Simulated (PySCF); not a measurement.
PySCF input (M06-2X/def2-TZVPD):

```python
from pyscf import gto, scf, dft

mol = gto.M(
    atom='''
    Si    0.05308967    0.52672487    0.03780460
    C    -1.63051749   -0.20937202    0.19492714
    C     1.34627697   -0.80031574   -0.24846337
    H     0.05996575    1.50837017   -1.07909859
    H     0.39016585    1.28881597    1.27277112
    H    -1.79527009   -1.26792888    0.36578872
    H    -2.53776073    0.38347365    0.15223299
    H     1.35596372   -1.51621379    0.57613884
    H     1.14543969   -1.34903156   -1.17057410
    H     2.34368359   -0.36350714   -0.32530590
    ''',
    basis='def2-tzvpd',
    charge=0,
    spin=1,
    verbose=4,
)

mf = dft.UKS(mol, xc='m062x').density_fit(auxbasis='def2-universal-jkfit')
mf.grids.level = 4
mf.conv_tol = 1e-9
mf.max_cycle = 100
mf.max_memory = 1500
mf.kernel()
if not mf.converged:
    mf = mf.newton()
    mf.kernel(mf.make_rdm1())
for _ in range(2):
    mo, _, stable, _ = mf.stability(return_status=True)
    if stable:
        break
    mf.kernel(mf.make_rdm1(mo, mf.mo_occ))
mf.analyze()
```

Output:

```
PySCF version 2.14.0

[INPUT] verbose = 4
[INPUT] num. atoms = 10
[INPUT] num. electrons = 33
[INPUT] charge = 0
[INPUT] spin (= nelec alpha-beta = 2S) = 1
[INPUT] symmetry False subgroup None
[INPUT] Mole.unit = angstrom
[INPUT] Symbol           X                Y                Z      unit          X                Y                Z       unit  Magmom
[INPUT]  1 Si     0.053089670000   0.526724870000   0.037804600000 AA    0.100324936344   0.995365747297   0.071440340249 Bohr   0.0
[INPUT]  2 C     -1.630517490000  -0.209372020000   0.194927140000 AA   -3.081231497413  -0.395655775947   0.368358908845 Bohr   0.0
[INPUT]  3 C      1.346276970000  -0.800315740000  -0.248463370000 AA    2.544094761109  -1.512377561779  -0.469527721286 Bohr   0.0
[INPUT]  4 H      0.059965750000   1.508370170000  -1.079098590000 AA    0.113318844354   2.850406515764  -2.039200796504 Bohr   0.0
[INPUT]  5 H      0.390165850000   1.288815970000   1.272771120000 AA    0.737306599658   2.435509208266   2.405188836056 Bohr   0.0
[INPUT]  6 H     -1.795270090000  -1.267928880000   0.365788720000 AA   -3.392568789723  -2.396038328627   0.691240500255 Bohr   0.0
[INPUT]  7 H     -2.537760730000   0.383473650000   0.152232990000 AA   -4.795672749376   0.724660174487   0.287678658224 Bohr   0.0
[INPUT]  8 H      1.355963720000  -1.516213790000   0.576138840000 AA    2.562400065646  -2.865228809389   1.088744617325 Bohr   0.0
[INPUT]  9 H      1.145439690000  -1.349031560000  -1.170574100000 AA    2.164567306307  -2.549300181795  -2.212064457509 Bohr   0.0
[INPUT] 10 H      2.343683590000  -0.363507140000  -0.325305900000 AA    4.428920107737  -0.686928938924  -0.614739057705 Bohr   0.0

nuclear repulsion = 106.141993731043
number of shells = 76
number of NR pGTOs = 250
number of NR cGTOs = 180
basis = def2-tzvpd
ecp = {}

******** <class 'pyscf.df.df_jk.DFUKS'> ********
method = DFUKS
initial guess = minao
damping factor = 0
level_shift factor = 0
DIIS = <class 'pyscf.scf.diis.CDIIS'>
diis_start_cycle = 1
diis_space = 8
diis_damp = 0
SCF conv_tol = 1e-09
SCF conv_tol_grad = None
SCF max_cycles = 100
direct_scf = False
number electrons alpha = 17  beta = 16
XC library pyscf.dft.libxc version 7.1.2
    S. Lehtola, C. Steigemann, M. J. T. Oliveira, and M. A. L. Marques,  SoftwareX 7, 1–5 (2018)
XC functionals = m062x
    Y. Zhao and D. G. Truhlar,  Theor. Chem. Acc. 120, 215 (2008)
    Y. Zhao and D. G. Truhlar,  Theor. Chem. Acc. 120, 215 (2008)
radial grids:
    Treutler-Ahlrichs [JCP 102, 346 (1995); DOI:10.1063/1.469408] (M4) radial grids

becke partition: Becke, JCP 88, 2547 (1988); DOI:10.1063/1.454033
pruning grids: <function nwchem_prune>
grids dens level: 4
symmetrized grids: False
atomic radii adjust function: <function treutler_atomic_radii_adjust>
small_rho_cutoff = 0
Set gradient conv threshold to 3.16228e-05
tot grids = 196096
******** <class 'pyscf.df.df.DF'> ********
auxbasis = def2-universal-jkfit
[...]
  beta  nocc = 16  HOMO = -0.372427136559238  LUMO = -0.0564685797267295
  HOMO = -0.287285424031  LUMO = -0.0564685797267  gap/eV = 6.28085
Extra cycle  E= -369.830464178653  delta_E= -1.9e-11  |g|= 2.25e-06  |ddm|= 1.25e-05
converged SCF energy = -369.830464178653  <S^2> = 0.75510659  2S+1 = 2.0051001
uhf_internal: lowest eigs of H = [0.31736562 0.40412723 0.43314676]
<class 'pyscf.df.df_jk.DFUKS'> wavefunction is stable in the internal stability analysis
**** SCF Summaries ****
Total Energy =                        -369.830464178652505
Nuclear Repulsion Energy =             106.141993731043158
One-electron Energy =                 -718.688167230728368
Two-electron Energy =                  242.715709321032733
Two-electron Coulomb Energy =          277.030586867930651
DFT Exchange-Correlation Energy =      -34.314877546897911
HOMO-LUMO gap [eV] =                     6.280846250272786
**** MO energy ****
                             alpha | beta                alpha | beta
MO #1   energy= -66.9926334394888  | -66.9930353915498  occ= 1 | 1
MO #2   energy= -10.5420861471379  | -10.5360631284528  occ= 1 | 1
MO #3   energy= -10.5153020177448  | -10.515278441429   occ= 1 | 1
MO #4   energy= -5.53329177686884  | -5.53359504146025  occ= 1 | 1
MO #5   energy= -3.84375450199699  | -3.84421215415338  occ= 1 | 1
MO #6   energy= -3.84365491947033  | -3.84399994893129  occ= 1 | 1
MO #7   energy= -3.84348734692623  | -3.84390164626376  occ= 1 | 1
MO #8   energy= -0.796967106675805 | -0.7911689296253   occ= 1 | 1
MO #9   energy= -0.765129878713637 | -0.727099231601372 occ= 1 | 1
MO #10  energy= -0.573609948689061 | -0.568331075981764 occ= 1 | 1
MO #11  energy= -0.496110070367441 | -0.485882575115742 occ= 1 | 1
MO #12  energy= -0.474827843251085 | -0.473443567610035 occ= 1 | 1
MO #13  energy= -0.468419924969502 | -0.465263973248062 occ= 1 | 1
MO #14  energy= -0.402321504629398 | -0.386254134057864 occ= 1 | 1
MO #15  energy= -0.39528496937683  | -0.382957639599497 occ= 1 | 1
MO #16  energy= -0.374066915861949 | -0.372427136559238 occ= 1 | 1
MO #17  energy= -0.287285424030671 | -0.0564685797267295 occ= 1 | 0
MO #18  energy= 0.022848290401469  | 0.0130592532709551 occ= 0 | 0
MO #19  energy= 0.0303783458135165 | 0.0265536475323899 occ= 0 | 0
MO #20  energy= 0.0388348856482771 | 0.0372893407804733 occ= 0 | 0
MO #21  energy= 0.0668175718682982 | 0.0633085775787516 occ= 0 | 0
MO #22  energy= 0.0839739265729841 | 0.0798499901992242 occ= 0 | 0
MO #23  energy= 0.0865979816726987 | 0.0826571624810313 occ= 0 | 0
MO #24  energy= 0.0888159118365351 | 0.0851801620628131 occ= 0 | 0
MO #25  energy= 0.0941016627366953 | 0.0885252685129539 occ= 0 | 0
MO #26  energy= 0.106120717504095  | 0.105884304090782  occ= 0 | 0
MO #27  energy= 0.110513705763207  | 0.110593135538552  occ= 0 | 0
MO #28  energy= 0.133947770107245  | 0.131357577344845  occ= 0 | 0
MO #29  energy= 0.140505200685024  | 0.138115229293097  occ= 0 | 0
MO #30  energy= 0.141798343627737  | 0.139569147933022  occ= 0 | 0
MO #31  energy= 0.167159889127802  | 0.147186881869413  occ= 0 | 0
MO #32  energy= 0.170667608742869  | 0.163983271258343  occ= 0 | 0
MO #33  energy= 0.173186610619182  | 0.164929841709791  occ= 0 | 0
MO #34  energy= 0.180215158917192  | 0.173109807529447  occ= 0 | 0
MO #35  energy= 0.186689810670795  | 0.181033977293435  occ= 0 | 0
MO #36  energy= 0.191920405826276  | 0.190050996729806  occ= 0 | 0
MO #37  energy= 0.208900785698031  | 0.206923236317635  occ= 0 | 0
MO #38  energy= 0.222145711355063  | 0.212270219280461  occ= 0 | 0
MO #39  energy= 0.234993843470519  | 0.228365665946187  occ= 0 | 0
MO #40  energy= 0.251448703677842  | 0.248730189874372  occ= 0 | 0
MO #41  energy= 0.259226626158191  | 0.254121503484855  occ= 0 | 0
MO #42  energy= 0.264599240473354  | 0.26661743743172   occ= 0 | 0
MO #43  energy= 0.278063509156736  | 0.274281498444808  occ= 0 | 0
MO #44  energy= 0.281041155611291  | 0.277947982094516  occ= 0 | 0
MO #45  energy= 0.294088853714508  | 0.287235066680048  occ= 0 | 0
MO #46  energy= 0.299135556461463  | 0.29563699519654   occ= 0 | 0
MO #47  energy= 0.311844200700563  | 0.304851934826841  occ= 0 | 0
MO #48  energy= 0.315692462241034  | 0.31133513656989   occ= 0 | 0
MO #49  energy= 0.320555107669857  | 0.316498255911626  occ= 0 | 0
MO #50  energy= 0.32963070805867   | 0.322691111864041  occ= 0 | 0
MO #51  energy= 0.333884854587873  | 0.323398157785655  occ= 0 | 0
MO #52  energy= 0.346366284498671  | 0.34083211189369   occ= 0 | 0
MO #53  energy= 0.355235157509145  | 0.347859934105934  occ= 0 | 0
MO #54  energy= 0.358291843221486  | 0.349582493211988  occ= 0 | 0
MO #55  energy= 0.364752558422     | 0.356525294047976  occ= 0 | 0
MO #56  energy= 0.372868834181237  | 0.36465056367928   occ= 0 | 0
MO #57  energy= 0.374438981139323  | 0.370791863496008  occ= 0 | 0
MO #58  energy= 0.393804866197989  | 0.380554704128428  occ= 0 | 0
MO #59  energy= 0.411583102102636  | 0.399937546301098  occ= 0 | 0
MO #60  energy= 0.419531032646983  | 0.406283546789074  occ= 0 | 0
MO #61  energy= 0.428768165838382  | 0.421401394831553  occ= 0 | 0
MO #62  energy= 0.441204441430455  | 0.436102030742236  occ= 0 | 0
MO #63  energy= 0.44807942504124   | 0.443784737816959  occ= 0 | 0
MO #64  energy= 0.459170727744354  | 0.448671864883772  occ= 0 | 0
MO #65  energy= 0.463359299075798  | 0.454000196378708  occ= 0 | 0
MO #66  energy= 0.467480553073294  | 0.460708402282659  occ= 0 | 0
MO #67  energy= 0.480368074758181  | 0.46311013334799   occ= 0 | 0
MO #68  energy= 0.487539530814406  | 0.481294747481342  occ= 0 | 0
MO #69  energy= 0.499610620858635  | 0.493930918376791  occ= 0 | 0
MO #70  energy= 0.516714691726692  | 0.508079895463551  occ= 0 | 0
MO #71  energy= 0.529471166578269  | 0.520766017928474  occ= 0 | 0
MO #72  energy= 0.551622940892653  | 0.540930618808149  occ= 0 | 0
MO #73  energy= 0.568881404967179  | 0.554336644639302  occ= 0 | 0
MO #74  energy= 0.583720087522036  | 0.580209253254256  occ= 0 | 0
MO #75  energy= 0.606290338329492  | 0.592700109065281  occ= 0 | 0
MO #76  energy= 0.609391617140663  | 0.600498314549945  occ= 0 | 0
MO #77  energy= 0.622644161273901  | 0.6083391694949    occ= 0 | 0
MO #78  energy= 0.641406774806953  | 0.637364171280083  occ= 0 | 0
MO #79  energy= 0.651891645680235  | 0.64431647204292   occ= 0 | 0
MO #80  energy= 0.682308271674273  | 0.671630418672724  occ= 0 | 0
MO #81  energy= 0.707442282516879  | 0.703591349693209  occ= 0 | 0
MO #82  energy= 0.725988997076703  | 0.728618747474891  occ= 0 | 0
MO #83  energy= 0.739557672133718  | 0.73917294010641   occ= 0 | 0
MO #84  energy= 0.748337992692158  | 0.746917913924816  occ= 0 | 0
MO #85  energy= 0.758694715243973  | 0.762393665049293  occ= 0 | 0
MO #86  energy= 0.775616442414838  | 0.77382587857074   occ= 0 | 0
MO #87  energy= 0.798282936834312  | 0.789356813855424  occ= 0 | 0
MO #88  energy= 0.827713110594844  | 0.820467729247446  occ= 0 | 0
MO #89  energy= 0.843204905746823  | 0.841174775223369  occ= 0 | 0
MO #90  energy= 0.933894649496824  | 0.934004746760879  occ= 0 | 0
MO #91  energy= 0.942460211107667  | 0.943246946072509  occ= 0 | 0
MO #92  energy= 0.94748284438568   | 0.947635530750683  occ= 0 | 0
MO #93  energy= 0.981165468309442  | 0.987116581454632  occ= 0 | 0
MO #94  energy= 1.04544505620514   | 1.04408245816473   occ= 0 | 0
MO #95  energy= 1.06663915819281   | 1.06855293758098   occ= 0 | 0
MO #96  energy= 1.10750150762671   | 1.10736275950894   occ= 0 | 0
MO #97  energy= 1.12770192381628   | 1.13243385083919   occ= 0 | 0
MO #98  energy= 1.13907378463303   | 1.14331985693565   occ= 0 | 0
MO #99  energy= 1.17264624922989   | 1.17624184882089   occ= 0 | 0
MO #100 energy= 1.20602334252602   | 1.21019220234819   occ= 0 | 0
MO #101 energy= 1.25461318329402   | 1.25468109836829   occ= 0 | 0
MO #102 energy= 1.28559901717033   | 1.28124968327584   occ= 0 | 0
MO #103 energy= 1.31265886370708   | 1.31226784382452   occ= 0 | 0
MO #104 energy= 1.33050783556013   | 1.32946653367889   occ= 0 | 0
[...]
```

It need not be the lowest isomer of its formula.
